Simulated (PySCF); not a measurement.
# Computed data sheet: `C#C[SiH2]NC/C=C/C(F)F`

C₆H₉F₂NSi.
Cartesian coordinates in Å at the GFN2-xTB level; atoms count from 1:
```
atom  x, y, z in Å
C1     3.4054    1.6319    1.8727
C2     3.0061    0.8922    1.0144
Si3    2.4463   -0.2422   -0.3347
N4     0.8889   -0.7550    0.1740
C5    -0.0639   -1.4610   -0.6334
C6    -1.4229   -0.8260   -0.6592
C7    -1.7097    0.3387   -0.1025
C8    -3.0675    0.9660   -0.1196
F9    -3.5488    1.1046    1.1487
F10   -3.9804    0.2171   -0.7840
H11    3.7466    2.2789    2.6296
H12    2.2886    0.4743   -1.6066
H13    3.4320   -1.3302   -0.4747
H14    0.6578   -0.7756    1.1544
H15    0.3118   -1.5024   -1.6603
H16   -0.1827   -2.5025   -0.2953
H17   -2.1844   -1.3862   -1.1847
H18   -0.9644    0.9141    0.4261
H19   -3.0685    1.9728   -0.5722
```

Some functional groups and rings: alkyne, C=C double bond, C–F bond, Si–H bond and C–Si bond.

GFN2-xTB geometry:

| Property | Result |
| --- | --- |
| Point group of the GFN2-xTB geometry | C1 |
| Rotational constants A, B, C of the GFN2-xTB geometry | 2.028, 0.419, 0.361 GHz |

From PBE0/pcSseg-1 ground state and GIAO shieldings, non-relativistic (PySCF):

| Item | Value |
| --- | --- |
| Dipole moment | 1.94 D |
| HOMO energy | -7.12 eV |
| LUMO energy | -0.30 eV |
| HOMO–LUMO gap | 6.82 eV |
| Lowest Hirshfeld atomic charge | -0.23 e on N4 |
| Highest Hirshfeld atomic charge | +0.39 e on Si3 |
| 13C chemical shifts (computed TMS as zero) by class | 145.8 (C6), 130.5 (C7), 120.1 (C8), 102.5 (C1), 87.2 (C2), 47.1 (C5) ppm |
| 1H chemical shifts (computed TMS as zero) by class | 6.67 (H19), 6.59 (H17), 6.29 (H18), 5.08 (H12/H13), 3.65 (H15/H16), 1.90 (H11), -0.01 (H14) ppm |
| Isotropic shieldings of nuclei other than C and H, by class | 246 (N4), 312 (F9/F10), 409 (Si3) ppm |
| Mayer bond orders between heavy atoms | C1–C2 2.55, C2–Si3 0.92, Si3–N4 1.00, N4–C5 0.99, C5–C6 1.04, C6–C7 1.87, C7–C8 1.03, C8–F9 0.95, C8–F10 0.97 |

Monoisotopic mass from the formula: 161.0472 u.

The rotational constants make it an asymmetric top with κ = (2B − A − C)/(A − C) = -0.93, nearer the prolate limit (−1). In atomic units the dipole is 0.77 e·bohr (1 au = 2.5417 D). With B = h/(8π²I), that is 505.379 GHz u Å² over I, the principal moments of inertia are 249.2, 1206.1 and 1398.2 u Å² (most abundant isotopes); the inertial defect Ic − Ia − Ib is -57.1 u Å² (zero for a rigid planar frame, negative otherwise). A dipole of 1.94 D is allowed in C1, and pure rotational transitions are dipole-allowed.

One conformer (not necessarily the lowest) at the GFN2-xTB geometry, without solvent or vibrations. NMR classes are plain means over equivalent atoms (diastereotopic ones count apart unless rotation or inversion swaps them), as if these changed places fast; in this geometry the members of some classes differ.
